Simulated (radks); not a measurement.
Values are calculated unless marked as measured or tabulated.
Nd I, configuration [Kr] 4d10 4f4.25 5s2 5p5.75 6s2 (fractional occupations, a model configuration).

Code: a radial shooting solver on a logarithmic mesh with Libxc functionals. Model: Dirac Kohn-Sham, SOGGA, spin-unpolarised, spherical densities, point nucleus; open shells fill j = l - 1/2 first.

Energy parts (eV):
total: -261930.18
kinetic: 282489.58
electron-nucleus: -640189.12
Hartree: 101732.34
exchange-correlation: -5962.98

Orbitals (lengths in bohr, moments of r in powers of bohr; <r^-3> diverges for s and p1/2; r(max) is where P^2 peaks):
| orbital | occ. | eigenvalue (eV) | r(max) | <r^4> | <1/r> | <r^-3> | small-component weight |
|---|---|---|---|---|---|---|---|
| 1s1/2 | 2 | -43343.11 | 0.01510 | 1.528e-06 | 66.04 | - | 4.95e-02 |
| 2s1/2 | 2 | -7006.601 | 0.08568 | 0.0002482 | 15.63 | - | 1.08e-02 |
| 2p1/2 | 2 | -6629.144 | 0.06509 | 0.0001552 | 15.61 | - | 1.09e-02 |
| 2p3/2 | 4 | -6109.392 | 0.07054 | 0.0001967 | 14.03 | 7947 | 1.02e-02 |
| 3s1/2 | 2 | -1518.805 | 0.2440 | 0.009944 | 5.662 | - | 3.35e-03 |
| 3p1/2 | 2 | -1357.598 | 0.2309 | 0.009176 | 5.577 | - | 3.29e-03 |
| 3p3/2 | 4 | -1253.853 | 0.2426 | 0.01097 | 5.180 | 1632 | 3.10e-03 |
| 3d3/2 | 4 | -972.9705 | 0.1941 | 0.008225 | 5.051 | 270.1 | 2.98e-03 |
| 3d5/2 | 6 | -950.5361 | 0.1974 | 0.008695 | 4.951 | 243.9 | 2.93e-03 |
| 4s1/2 | 2 | -301.0123 | 0.5657 | 0.2534 | 2.352 | - | 1.04e-03 |
| 4p1/2 | 2 | -240.2109 | 0.5731 | 0.2950 | 2.246 | - | 9.73e-04 |
| 4p3/2 | 4 | -217.7068 | 0.5983 | 0.3522 | 2.114 | 354.8 | 9.07e-04 |
| 4d3/2 | 4 | -117.8026 | 0.6145 | 0.5382 | 1.892 | 48.88 | 7.53e-04 |
| 4d5/2 | 6 | -113.8335 | 0.6228 | 0.5704 | 1.859 | 43.62 | 7.36e-04 |
| 5s1/2 | 2 | -40.1574 | 1.323 | 8.966 | 0.8997 | - | 2.19e-04 |
| 5p1/2 | 2 | -24.0170 | 1.452 | 15.76 | 0.7875 | - | 1.71e-04 |
| 5p3/2 | 3.75 | -21.0081 | 1.526 | 19.75 | 0.7401 | 46.81 | 1.54e-04 |
| 6s1/2 | 2 | -3.4579 | 3.815 | 777.5 | 0.2825 | - | 2.33e-05 |
| 4f5/2 | 4.25 | -1.3403 | 0.6635 | 19.26 | 1.229 | 4.813 | 3.60e-04 |
| 4f7/2 | 0 | -0.9502 | 0.6689 | 25.14 | 1.210 | 4.623 | 3.52e-04 |

The highest occupied level is 4f5/2 at -1.340 eV. The density falls to 0.001 e/bohr^3 at r = 5.37 bohr. Summed over all electrons, <r^2> = 88.32 bohr^2, which gives a Langevin (diamagnetic) susceptibility term of -69.9 x 10^-6 cm^3/mol.
